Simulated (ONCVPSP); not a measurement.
## Configuration tests for copper (Cu) (ONCV)

- Element: copper
- Generator: ONCVPSP 4.0.1
- Type: optimised norm-conserving Vanderbilt (ONCV)
- Functional: PBEsol
- Relativity: scalar-relativistic
- Frozen core: [Ne]
- Valence charge: 19
- Reference configuration: 3s2 3p6 3d10 4s1
- Partial waves: 3s+4s: rc 1.10 bohr, ncon 4, nbas 8, qcut 9.3 1/bohr, 2 projectors; 3p: rc 0.90 bohr, ncon 4, nbas 8, qcut 11.9 1/bohr, 2 projectors, debl 1.4 Ha; 3d: rc 1.60 bohr, ncon 4, nbas 9, qcut 10.5 1/bohr, 2 projectors, debl 2.4 Ha
- Local potential: polynomial inside 0.85 bohr (lpopt 1, dvloc0 0 Ha)
- Core correction: none

In the p channel the program set the typed energies aside and used -2.646, 0.250 Ha.

Energies are relative to the spin-unpolarised reference configuration 3s2 3p6 3d10 4s1; without spin polarisation the order of configurations can differ from experiment. Not all tests gave a result: 1 of 4 tests not solved or not reliable.

```csv
valence configuration,charge,ΔE all-electron (eV),error AE − PS (meV)
3s2 3p6 3d10 4s0,+1,8.106,+8.8
3s2 3p6 3d9 4s0,+2,29.419,+9.5
3s2 3p6 3d9 4s1,+1,11.608,+29
```

Levels in the configuration 3s2 3p6 3d10 4s0:

| level | all-electron (eV) | pseudo (eV) |
| --- | --- | --- |
| 3s | -122.983 | -122.977 |
| 3p | -80.612 | -80.598 |
| 3d | -13.642 | -13.658 |
